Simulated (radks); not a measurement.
Question: Hf3+, configuration [Kr] 4d10 4f14 5s2 5p5 5d1 6p1 (not the ground configuration). All-electron calculation, Dirac Kohn-Sham, BLYP, spin-unpolarised, spherical densities, point nucleus; open shells fill j = l - 1/2 first. Program: a radial shooting solver on a logarithmic mesh with Libxc functionals. Some entries of the table are withheld. Estimate them.

orbital,occ.,eigenvalue (eV),<r> (bohr)
1s1/2,2,-65243.19,0.01898
2s1/2,2,-11179.29,0.07976
2p1/2,2,-10678.31,0.06611
2p3/2,4,-9485.929,0.07384
3s1/2,2,-2573.230,0.2082
3p1/2,2,-2351.264,0.1981
3p3/2,4,-2095.738,0.2125
3d3/2,4,-1720.242,0.1863
3d5/2,6,-1664.509,0.1907
4s1/2,2,(1),0.4682
4p1/2,2,-454.7121,0.4746
4p3/2,4,-396.2314,0.5076
4d3/2,4,(2),(3)
4d5/2,6,(4),(5)
5s1/2,2,-100.4963,1.122
5p1/2,2,-74.2305,1.236
5p3/2,3,-65.9485,1.332
4f5/2,6,-51.9340,(6)
4f7/2,8,-50.1739,(7)
5d3/2,1,-31.8963,1.818
5d5/2,0,-31.0949,1.860
6p1/2,1,-22.4611,3.084
6p3/2,0,-21.0918,3.261

Answer: 
(1) 4s1/2 eigenvalue (eV): -545.6061
(2) 4d3/2 eigenvalue (eV): -246.9215
(3) 4d3/2 <r> (bohr): 0.5287
(4) 4d5/2 eigenvalue (eV): -236.2169
(5) 4d5/2 <r> (bohr): 0.5402
(6) 4f5/2 <r> (bohr): 0.6617
(7) 4f7/2 <r> (bohr): 0.6729
